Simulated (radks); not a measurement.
The carbon anion C- inside a hard spherical wall (all orbitals vanish at R), configuration held at [He] 2s2 2p3 and not refilled when levels cross. Calculated with a radial shooting solver on a logarithmic mesh with Libxc functionals: non-relativistic Kohn-Sham, PBE, spin-polarised, spherical densities, point nucleus; open shells are filled with parallel spins first. Eigenvalues in eV for spin up, with the zero of energy where the potential of the charges vanishes at infinity; a dash marks a level that is unbound or too diffuse for the functional's potential to be trusted. A positive occupied level is held by the wall or, in an anion where self-interaction has pushed it up, behind a barrier. The pressure on the wall is -dE/dV.

| R (bohr) | E (hartree) | kinetic (hartree) | e(1s) | e(2s) | e(2p) | e(3s, empty) | e(3p, empty) | pressure (GPa) |
|---|---|---|---|---|---|---|---|---|
| 20 | -37.85855 | 37.725 | -263.95 | -6.551 | 1.549 | 2.001 | 2.240 | 0.000607 |
| 15 | -37.85779 | 37.726 | -263.73 | -6.349 | 1.733 | 2.752 | 3.257 | 0.00255 |
| 10 | -37.85434 | 37.735 | -263.20 | -5.912 | 2.143 | 4.533 | 5.811 | 0.0407 |
| 8 | -37.84773 | 37.757 | -262.59 | -5.451 | 2.600 | 6.390 | 8.346 | 0.214 |
| 7 | -37.83911 | 37.787 | -261.99 | -5.031 | 3.039 | 8.117 | 10.553 | 0.591 |
| 6 | -37.81953 | 37.857 | -260.93 | -4.326 | 3.809 | 11.065 | 14.079 | 1.93 |
| 4 | -37.60626 | 38.595 | -254.05 | -0.063 | 8.730 | 28.922 | 32.712 | 41.7 |
| 3.5 | -37.40228 | 39.231 | -249.52 | 2.849 | 12.072 | 40.796 | 44.063 | 108 |
| 2 | -33.81435 | 47.634 | -210.49 | 38.345 | 47.697 | 172.63 | 156.39 | 4100 |
| 1.5 | -27.45027 | 59.788 | -174.58 | 93.178 | 93.008 | 351.35 | 295.31 | 22600 |
